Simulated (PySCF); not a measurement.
Planning a shielding job on `CC(C)CPCC(F)(F)F`.

Method: GIAO PBE0/pcSseg-1 NMR shielding, non-relativistic, gas phase (PySCF 2.14.0, density-fitted response routines). Geometry: GFN2-xTB. Work: shieldings, charges and field gradients, density fitting. The input is one job of a driver script: a line of settings, then coordinates in Å.

Input:
```
{"job": {"kind": "nmr", "xc": "PBE0", "basis": "pcSseg-1"}, "charge": 0, "multiplicity": 1}
C     -2.277630    -0.562748    -1.278437
C     -1.537549     0.369467    -0.322194
C     -2.352053     0.599458     0.946214
C     -0.161903    -0.217126     0.002754
P      0.850754     0.923214     1.066426
C      2.386005    -0.150410     1.229935
C      3.260892     0.015120     0.015227
F      4.524583    -0.393601     0.229320
F      3.339076     1.290506    -0.388686
F      2.822348    -0.690109    -1.040645
H     -2.442215    -1.532239    -0.812146
H     -1.704615    -0.711829    -2.190800
H     -3.244050    -0.142746    -1.545670
H     -1.389401     1.335424    -0.817888
H     -3.341658     0.975843     0.698491
H     -1.859592     1.330876     1.586034
H     -2.465381    -0.330004     1.501015
H     -0.268365    -1.190049     0.492206
H      0.388352    -0.360506    -0.931984
H      0.359629     0.471518     2.298912
H      2.149702    -1.209585     1.352906
H      2.952661     0.198910     2.095805
```

Hardware: x86-64 server, one thread, no GPU, shared host.

Problem. How large is the basis?

Solution. 237 functions for 90 electrons, with 1250 fitting functions; the fitted three-index integrals, 1250 × 237 × 238/2 numbers of 8 bytes, come to 270 MiB.

Problem. How long does the run take?

Solution. About 57 s. The SCF took 12 cycles.

The SCF part of the output:
```
coarse grid: 18840 points
cycle   1  E = -875.7593664565  dE =  1.167e+00  |g| = 9.299e-01  |ddm| = 4.012e+00
cycle   2  E = -875.6334203038  dE =  1.259e-01  |g| = 1.321e+00  |ddm| = 1.216e+00
cycle   3  E = -875.9166976701  dE = -2.833e-01  |g| = 8.404e-02  |ddm| = 7.136e-01
cycle   4  E = -875.9178888524  dE = -1.191e-03  |g| = 4.102e-02  |ddm| = 9.195e-02
cycle   5  E = -875.9182683300  dE = -3.795e-04  |g| = 5.851e-03  |ddm| = 3.745e-02
cycle   6  E = -875.9182767708  dE = -8.441e-06  |g| = 1.903e-03  |ddm| = 9.866e-03
final grid: 178456 points
cycle   7  E = -875.9983577659  dE = -7.247e-05  |g| = 1.038e-02  |ddm| = 3.810e-02
cycle   8  E = -875.9983425113  dE =  1.525e-05  |g| = 1.348e-02  |ddm| = 1.983e-02
cycle   9  E = -875.9983836117  dE = -4.110e-05  |g| = 8.918e-04  |ddm| = 1.126e-02
cycle  10  E = -875.9983837355  dE = -1.238e-07  |g| = 3.073e-04  |ddm| = 8.398e-04
cycle  11  E = -875.9983837512  dE = -1.566e-08  |g| = 6.135e-05  |ddm| = 2.405e-04
cycle  12  E = -875.9983837520  dE = -8.656e-10  |g| = 1.753e-05  |ddm| = 8.181e-05
converged SCF energy = -875.9983837520
```

On the final grid dE counts from the start density on that grid.

Times come from a shared host and carry two figures at best.
